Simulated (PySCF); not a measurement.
Ta: excitation energy

Ta [Xe] 4f14 5d3 6s2 (4F) → Ta [Xe] 4f14 5d2 6s2 7s1 (4F), as a difference of total energies. All numbers are calculated (PySCF 2.14, a scalar-relativistic core potential, in aug-cc-pwCVTZ-PP with ECP60MDF). Correlated levels: valence: 5s2 5p6 frozen; valence and next inner shell: nothing frozen outside the core potential. The calculations carry no spin-orbit coupling.

```csv
method,excitation energy (cm⁻¹)
UHF,39821
LDA,46823
PBE,46050
PBE0,45601
r2SCAN,48148
B97-3,45540
B2PLYP,44106
LC-wPBE,44540
MP2 (valence),42962
SCS-MP2 (valence),41183
MP2 (valence and next inner shell),43917
SCS-MP2 (valence and next inner shell),42380
```

The promoted electron is Rydberg-like, and one or two diffuse shells describe it only roughly, which tends to raise the upper state.
